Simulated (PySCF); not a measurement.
Ge(I)(SiH3) (GeH3ISi), SMILES [Ge]([I])[SiH3] (connectivity only; charge and spin as stated), neutral, multiplicity 1. Atoms are numbered in the order given.

```xyz
6

Ge     1.0082    -0.9611     0.0000
I     -0.2203     1.3185     0.0000
Si    -1.1315    -2.2552     0.0000
H     -0.8828    -3.7317     0.0000
H     -1.9303    -1.9126    -1.2163
H     -1.9303    -1.9126     1.2163
```
Charge 0, spin multiplicity 1.

The structure is a stationary point at B3LYP-D3(BJ)/def2-SVP. The def2 effective core potentials stand for the cores of I; spin–orbit coupling is left out.

The numbers are results of TDDFT-PBE/def2-SVPD in PySCF, not measurements.

Vertical excitations. The molecule is in vacuum. State labels are in the subgroup Cs.

| state | symmetry | energy (eV) | λ (nm) | f | main pairs |
|---|---|---|---|---|---|
| S1 | A" | 1.63 | 762 | 0.001 | HOMO→LUMO 100 % |
| S2 | A" | 2.96 | 419 | 0.001 | HOMO−1→LUMO 99 % |
| S3 | A' | 3.39 | 366 | 0.036 | HOMO−2→LUMO 92 % |
| S4 | A" | 3.65 | 339 | 0.000 | HOMO−3→LUMO 98 % |
| S5 | A' | 3.79 | 327 | 0.022 | HOMO→LUMO+1 95 % |
| S6 | A" | 4.46 | 278 | 0.003 | HOMO−4→LUMO 99 % |
| S7 | A' | 4.59 | 270 | 0.005 | HOMO−5→LUMO 93 % |
| S8 | A" | 5.12 | 242 | 0.002 | HOMO−2→LUMO+1 100 % |
| S9 | A' | 5.14 | 241 | 0.030 | HOMO−1→LUMO+1 71 %, HOMO→LUMO+2 20 % |
| S10 | A' | 5.25 | 236 | 0.078 | HOMO→LUMO+2 49 %, HOMO→LUMO+3 22 %, HOMO−1→LUMO+1 20 % |
| T1 | A" | 1.09 | 1142 | 0 | HOMO→LUMO 99 % |
| T2 | A' | 2.53 | 489 | 0 | HOMO−2→LUMO 100 % |
| T3 | A" | 2.62 | 474 | 0 | HOMO−1→LUMO 98 % |
| T4 | A" | 3.21 | 386 | 0 | HOMO−3→LUMO 98 % |
Triplets are in the Tamm–Dancoff approximation, which puts them higher than full response would, so one can lie above its singlet here.
